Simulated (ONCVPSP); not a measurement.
# Transferability test, ONCV potential for Be (Z = 4)

* Element: Be (Z = 4)
* Generator: ONCVPSP 4.0.1
* Type: optimised norm-conserving Vanderbilt (ONCV)
* Functional: PBE
* Relativity: scalar-relativistic
* Frozen core: [He]
* Valence charge: 2
* Reference configuration: 2s1.75 2p0.25
* Partial waves: 2s: rc 1.65 bohr, ncon 4, nbas 8, qcut 3.6 1/bohr, 2 projectors, debl 3.3 Ha; 2p: rc 3.45 bohr, ncon 5, nbas 9, qcut 4.3 1/bohr, 2 projectors, debl 0.6 Ha
* Local potential: polynomial inside 1.20 bohr (lpopt 5, dvloc0 6 Ha)
* Core correction: none

Energies are relative to the spin-unpolarised reference configuration 2s1.75 2p0.25; without spin polarisation the order of configurations can differ from experiment.

| valence configuration | charge | ΔE all-electron (eV) | error AE − PS (meV) |
| --- | --- | --- | --- |
| 2s2 2p0 | 0 | -0.899 | -0.3 |
| 2s1.5 2p0 | +0.5 | 2.862 | +3.6 |
| 2s0 2p1 | +1 | 12.561 | -49 |

Task: What are ΔE and the potential's error for 2s1 2p0?

Result: ΔE = 8.651 eV all-electron; the error (AE − PS) is +16 meV.

Levels in the configuration 2s1.5 2p0:

| level | all-electron (eV) | pseudo (eV) |
| --- | --- | --- |
| 2s | -9.498 | -9.485 |
